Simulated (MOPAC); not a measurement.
MOPAC input (PM3):

```
PM3 PRECISE GNORM=0.05 LET XYZ UHF MS=0.5 GEO-OK AUX(PRECISION=9) THREADS=1
CHS

S    -0.04999100 1   -0.01908400 1   -0.41466600 1
C    -0.07168400 1   -0.01278000 1    1.22690300 1
H     1.22996700 1    0.38202400 1   -0.72676100 1
```

Output:

```
 *******************************************************************************
 **                                                                           **
 **                              MOPAC v23.2.5                                **
 **                                                                           **
 *******************************************************************************
 ** MOPAC's Digital Object Identifier: https://doi.org/10.5281/zenodo.6511958 **
 **                                                                           **
 ** Please cite the open-source release paper for use of this MOPAC version:  **
 ** J. E. Moussa and J. J. P. Stewart (2026)                                  **
 ** MOPAC: An open-source semiempirical molecular orbital program             **
 ** J. Open Source Softw., 11(119), 8025, https://doi.org/10.21105/joss.08025 **
 *******************************************************************************

                              PM3 CALCULATION RESULTS

 *******************************************************************************
 *  PM3        - The PM3 Hamiltonian to be used
 *  GEO-OK     - OVERRIDE INTERATOMIC DISTANCE AND OTHER SAFETY CHECKS
 *  UHF        - UNRESTRICTED HARTREE-FOCK CALCULATION
 *  MS=        - IN MECI, MAGNETIC COMPONENT OF SPIN =  0.5
 *  LET        - OVERRIDE SOME SAFETY CHECKS
 *  PRECISE    - TIGHTER CRITERIA TO BE USED
 *  XYZ        - CARTESIAN COORDINATE SYSTEM TO BE USED
 *  GNORM      - EXIT WHEN GRADIENT NORM DROPS BELOW 0.050
 *  AUX        - OUTPUT AUXILIARY INFORMATION
 *******************************************************************************
PM3 PRECISE GNORM=0.05 LET XYZ UHF MS=0.5 GEO-OK AUX(PRECISION=9) THREADS=1
 CHS

   ATOM   CHEMICAL          X               Y               Z
  NUMBER   SYMBOL      (ANGSTROMS)     (ANGSTROMS)     (ANGSTROMS)

     1       S         -0.04999100  *  -0.01908400  *  -0.41466600  *
     2       C         -0.07168400  *  -0.01278000  *   1.22690300  *
     3       H          1.22996700  *   0.38202400  *  -0.72676100  *

          CARTESIAN COORDINATES

    NO.       ATOM           X           Y           Z

     1         S         -0.0500     -0.0191     -0.4147
     2         C         -0.0717     -0.0128      1.2269
     3         H          1.2300      0.3820     -0.7268

  H: (PM3): J. J. P. STEWART, J. COMP. CHEM. 10, 209 (1989).
  C: (PM3): J. J. P. STEWART, J. COMP. CHEM. 10, 209 (1989).
  S: (PM3): J. J. P. STEWART, J. COMP. CHEM. 10, 209 (1989).

           Empirical Formula: C H S  =     3 atoms

      MOLECULAR POINT GROUP   :   Cs

          UHF CALCULATION, NO. OF ALPHA ELECTRONS =    6
                           NO. OF BETA  ELECTRONS =    5

          Geometry optimization using EF

          DIAGONAL MATRIX USED AS START HESSIAN

 CYCLE:     1  GRAD.:    40.010 HEAT:  111.4426
 CYCLE:     2  GRAD.:   156.106 HEAT:  118.3380
 CYCLE:     3  GRAD.:    12.524 HEAT:  110.1860
 CYCLE:     4  GRAD.:     4.474 HEAT:  110.0695
 CYCLE:     5  GRAD.:     1.216 HEAT:  110.0456
 CYCLE:     6  GRAD.:     0.663 HEAT:  110.0434
 CYCLE:     7  GRAD.:     0.286 HEAT:  110.0428
 CYCLE:     8  GRAD.:     0.035 HEAT:  110.0426

     GRADIENT =  0.03545 IS LESS THAN CUTOFF =  0.05000

 -------------------------------------------------------------------------------
 PM3 PRECISE GNORM=0.05 LET XYZ UHF MS=0.5 GEO-OK AUX(PRECISION=9) THREADS=1
 CHS

     GEOMETRY OPTIMISED USING EIGENVECTOR FOLLOWING (EF).
     SCF FIELD WAS ACHIEVED

                              PM3 CALCULATION
                                                       MOPAC v23.2.5 Linux

          FINAL HEAT OF FORMATION =        110.04260 KCAL/MOL =     460.41822 KJ/MOL

          COSMO AREA              =         76.03 SQUARE ANGSTROMS
          COSMO VOLUME            =         59.44 CUBIC ANGSTROMS

          GRADIENT NORM           =          0.03545          =       0.02047 PER ATOM
          IONIZATION POTENTIAL    =          9.626070 EV
          ALPHA SOMO LUMO (EV)    =         -9.626 -1.223
          BETA  SOMO LUMO (EV)    =        -10.026 -0.362
          NO. OF ALPHA ELECTRONS  =          6
          NO. OF BETA  ELECTRONS  =          5
          MOLECULAR WEIGHT        =         45.0789         POINT GROUP:  Cs

          MOLECULAR DIMENSIONS (Angstroms)

            Atom       Atom       Distance
            H     3    C     2     2.36815
            S     1    C     2     0.82192
            H     3    S     1     0.00000

          SCF CALCULATIONS        =          9

   ATOM   CHEMICAL          X               Y               Z
  NUMBER   SYMBOL      (ANGSTROMS)     (ANGSTROMS)     (ANGSTROMS)

     1       S         -0.02910667  *  -0.01222161  *  -0.38007623  *
     2       C         -0.08877589  *  -0.01849371  *   1.18642078  *
     3       H          1.17118358  *   0.36304484  *  -0.78209669  *

                             CARTESIAN COORDINATES

   1    S       -0.029106670    -0.012221611    -0.380076234
   2    C       -0.088775887    -0.018493706     1.186420780
   3    H        1.171183584     0.363044838    -0.782096688

           Empirical Formula: C H S  =     3 atoms

      MOLECULAR POINT GROUP   :   Cs

          ALPHA EIGENVALUES
 -30.47913 -20.16289 -14.18268 -11.93539 -11.12390  -9.62607  -1.22334  -0.22723
   1.02601

           BETA EIGENVALUES
 -30.43996 -19.46053 -13.75508 -12.17664 -10.02580  -0.36178  -0.16007   0.73186
   2.14205

              NET ATOMIC CHARGES AND DIPOLE CONTRIBUTIONS

  ATOM NO.   TYPE          CHARGE      No. of ELECS.   s-Pop       p-Pop
    1          S           0.287318        5.7127     1.84602     3.86666
    2          C          -0.239704        4.2397     1.87164     2.36806
    3          H          -0.047614        1.0476     1.04761
 DIPOLE           X         Y         Z       TOTAL
 POINT-CHG.    -0.206    -0.079    -1.712     1.726
 HYBRID         1.471     0.461    -0.364     1.584
 SUM            1.265     0.382    -2.075     2.460

          ATOMIC ORBITAL ELECTRON POPULATIONS

     Atom    s        px        py        pz
    1  S   1.84602   1.17868   1.49474   1.19323
    2  C   1.87164   0.91167   0.51514   0.94125
    3  H   1.04761

                    (SZ)    =    0.500000
                    (S**2)  =    0.836934

          ATOMIC ORBITAL SPIN POPULATIONS

    Atom   Total    s     px     py     pz
         Atomic
    1  S -0.4090  0.024 -0.164 -0.168 -0.101
    2  C  1.1609 -0.013  0.761  0.228  0.186
    3  H  0.2481  0.248

 **********************
 *                    *
 * JOB ENDED NORMALLY *
 *                    *
 **********************

 == MOPAC DONE ==
```

The geometry given is a B3LYP-D3(BJ)/def2-TZVP minimum.
